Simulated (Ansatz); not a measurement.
`N[Si](F)(F)[SiH3]` and `F[Si](F)([SiH3])Cl` differ in one atom or group.

Ansatz, PBE0-D4/def2-TZVP geometries, multiplicity 1. Each molecule was computed in one conformer, which needn't be the lowest.

```csv
property,`N[Si](F)(F)[SiH3]`
size of the dipole moment (PBE/def2-TZVPP) / D,2.30
HOMO–LUMO gap (PBE/def2-TZVPP) / eV,5.80
size of the dipole moment (ωB97M-V/def2-TZVPP) / D,2.33
HOMO–LUMO gap (PBE0/def2-TZVPP) / eV,8.11
LUMO energy (PBE/def2-TZVPP) / eV,-0.95
HOMO energy (PBE/def2-TZVPP) / eV,-6.75
```

Q: Give the same properties after the change, and the shifts. (An estimate is asked.)

A: The calculation gave: 
```
                                          property  `F[Si](F)([SiH3])Cl`  shift
    size of the dipole moment (PBE/def2-TZVPP) / D                  1.77  -0.53
               HOMO–LUMO gap (PBE/def2-TZVPP) / eV                  6.47   0.67
size of the dipole moment (ωB97M-V/def2-TZVPP) / D                  1.89  -0.44
              HOMO–LUMO gap (PBE0/def2-TZVPP) / eV                  8.59   0.48
                 LUMO energy (PBE/def2-TZVPP) / eV                 -1.28  -0.33
                 HOMO energy (PBE/def2-TZVPP) / eV                 -7.75  -1.00
```

With PBE0 the HOMO falls by 0.82 eV and the LUMO falls by 0.33 eV, so the gap widens by about 0.49 eV. PBE moves the HOMO by -1.00 eV and ωB97M-V by -0.59 eV. The zero-point energy changes by -63.5 kJ/mol with -6 modes. Dipoles are sizes alone; their direction can turn.
